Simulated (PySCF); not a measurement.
**Si4H4O6**

The system: Si4H4O6, a molecule; neutral, singlet. The structure was relaxed in the gas phase by PBE0-D3(BJ)/def2-SVP. No frequency run checks that it is a minimum.

SMILES: O1[SiH]2O[SiH]3O[SiH]1O[SiH](O2)O3

```tsv
atom	x (Å)	y (Å)	z (Å)
Si1	-1.188	0.231	-1.227
O2	-1.829	-0.351	0.204
Si3	-0.760	-0.573	1.469
O4	-0.016	0.906	1.696
Si5	0.747	1.577	0.368
O6	-0.420	1.662	-0.827
O7	1.841	0.424	-0.153
Si8	1.226	-1.090	-0.504
O9	0.431	-1.589	0.880
O10	0.030	-0.835	-1.644
H11	-2.195	0.396	-2.281
H12	-1.403	-1.086	2.684
H13	1.371	2.872	0.656
H14	2.253	-2.039	-0.949
```

Shieldings: GIAO PBE0/pcSseg-1. Shifts are against computed references at the same level: H TMS (σ 31.27 ppm), Si TMS (σ 352.0 ppm). Core levels by delta-SCF with SCAN, pcX-2 on the ionised atom and pcseg-1 elsewhere, spin-free X2C (2p3/2 is the spin-free 2p value less a third of a first-order spin-orbit splitting); from the vacuum level, for chosen atoms.

Q: Give the shieldings and core levels atom by atom.

A: 
```json
{"atoms": "Si1 Si3 Si5 Si8", "bonded to": "3 O + 1 H", "σ (ppm)": "398.8", "δ (ppm)": "-46.8", "core level (eV)": "2p3/2 108.91"}
{"atoms": "O2 O4 O6 O7 O9 O10", "bonded to": "2 Si", "σ (ppm)": "185.0", "δ (ppm)": "-", "core level (eV)": "1s 538.33"}
{"atoms": "H11 H12 H13 H14", "bonded to": "1 Si", "σ (ppm)": "26.53", "δ (ppm)": "4.74", "core level (eV)": "-"}
```

Values are those of this one static structure; atoms that internal rotation interchanges would show their mean in an NMR spectrum.

Q: By CAM-B3LYP/def2-SVPD (TDDFT singlets, Tamm-Dancoff triplets), where does absorption start?

A: The first singlet with intensity lies at 9.03 eV (f 0.037); what lies below it is dark. The lowest singlet lies at 8.93 eV (f 0.000), the strongest of the first 6 at 9.03 eV (f 0.037), the lowest triplet at 8.66 eV.
